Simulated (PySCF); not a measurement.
# Exercise with solution: oscillator strength and radiative lifetime

Al(H)2(OiPr) (C₃H₉AlO), SMILES C(C)(C)[O][AlH2].

The structure is a stationary point at PBE0-D3(BJ)/def2-SVP. The structure was generated by enumeration; whether it is a known compound was not checked. One conformer was computed; it need not be the lowest.

TDDFT-CAM-B3LYP/def2-SVPD (PySCF) puts the first singlet state with f over 0.02 at 6.61 eV (vertical), with the transition dipole (-0.649, -0.070, 0.000) in atomic units.

Task: Find the oscillator strength, the wavelength and the radiative lifetime that this transition would have in vacuum if emission retraced absorption.

Result: 
|μ|² = 0.4261 au, so |μ| = 1.66 D. ΔE = 6.61/27.211 = 0.2429 hartree. f = (2/3) ΔE |μ|² = 0.069 (the program prints 0.069).
λ = 1239.84/6.61 = 188 nm; ν = 53313 cm⁻¹.
Einstein's coefficient A = 0.6670 ν² f s⁻¹ (ν in cm⁻¹) = 1.3e8 s⁻¹, so τ = 1/A = 7.6 ns. This state is S2; the lower singlet has f = 0.001. The figure is the radiative limit of this one transition; relaxation, internal conversion, crossing to triplets and a medium change what is measured.
